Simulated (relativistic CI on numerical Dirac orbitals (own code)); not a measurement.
# Dy+: sensitivity of the levels to the model

Base calculation: Dirac-Coulomb-Breit CI, separate exchange-only KLI orbitals for each configuration, model QED (radiative potential, 1s self-energy scaled to tabulated hydrogen-like ionisation energies), valence Slater integrals scaled by 0.85, P86 correlation energy added to each configuration.

Configurations in the expansion (outside the closed core [Xe]): 4f10 6s, 4f9 6s 5d, 4f9 6s2, 4f10 6p, 4f10 5d, 4f10 6d, 4f9 6s 6p, 4f10 7s, 4f11, 4f10 8s, 4f9 7s2. Levels of other configurations are missing.

The lowest level and the first level of each name with at least 55 % of one term (blank where a level has no safe partner in the second run):

```csv
Level,Base (cm⁻¹),Shift (cm⁻¹)
4f9 6s 5d 8H°_17/2,0.0,0.0
4f9 6s 5d 8H°_15/2,878.1,+0.8
4f9 6s 5d 8I°_19/2,2169.2,-0.1
4f9 6s 5d 8H°_13/2,2300.9,+1.6
4f9 6s 5d 8H°_11/2,4032.0,+1.9
4f9 6s 5d 8I°_17/2,4054.0,+11.5
4f9 6s 5d 8F°_13/2,4561.1,+1.3
4f9 6s 5d 8H°_9/2,5636.9,+1.0
4f9 6s 5d 8K°_21/2,5647.8,-0.4
4f9 6s 5d 8K°_19/2,6845.6,+1.6
4f9 6s 5d 8H°_7/2,6935.3,+0.4
4f9 6s2 6H°_15/2,7139.9,+65.9
4f9 6s 5d 6I°_17/2,7224.9,+16.4
4f9 6s 5d 8H°_5/2,7968.7,0.0
4f9 6s 5d 8I°_11/2,8485.7,+3.3
4f9 6s 5d 8H°_3/2,8734.1,-0.3
4f10 6s 6I_17/2,9113.9,+35.4
4f9 6s 5d 6K°_19/2,10146.2,+2.2
4f10 6s 4I_15/2,10222.8,+74.5
4f9 6s 5d 8K°_15/2,10243.3,+6.0
4f9 6s2 6H°_13/2,10627.6,+76.0
4f9 6s 5d 8I°_5/2,10897.7,-0.2
```

For a near-neutral ion this model can misplace configurations by up to about 10,000 cm⁻¹ (more where the count of f electrons changes) and terms by 10 to 25 % of their spread. Rates follow the energies as ν³ (E1, M1) or ν⁵ (E2), so they and the lifetimes can be off by large factors. The fine structure of a lone outer electron comes out too small, for d and f at times inverted, and misplaced configurations move strength between like terms. 8 of the 17 excited levels that our extract of the measured tables holds in this range could be paired (the sources list more); they are missed by 17577 cm⁻¹ on average and 19708 at most, and levels without a partner can miss by more. Some levels of the ground configuration have no partner and can miss by 10 % or more. The computed lowest level isn't the tabulated ground level, which NIST ASD gives as 4f10 (5I<8>) 6s<1/2> (8,1/2)17/2.

Task: One thing was changed in a second run, which moved the levels as shown. Which?
A. self-excluded LDA correlation estimate
B. Slater integrals left unscaled
C. Breit term removed
D. configuration mixing switched off
E. QED terms removed

Result: D. Configuration mixing switched off. Without mixing, levels that were pushed by configurations of the same parity and J return to their single-configuration places.

LS names give the leading component of a level, which can be under half, so a name can repeat, a term be missing and a line seem to break the LS rules.
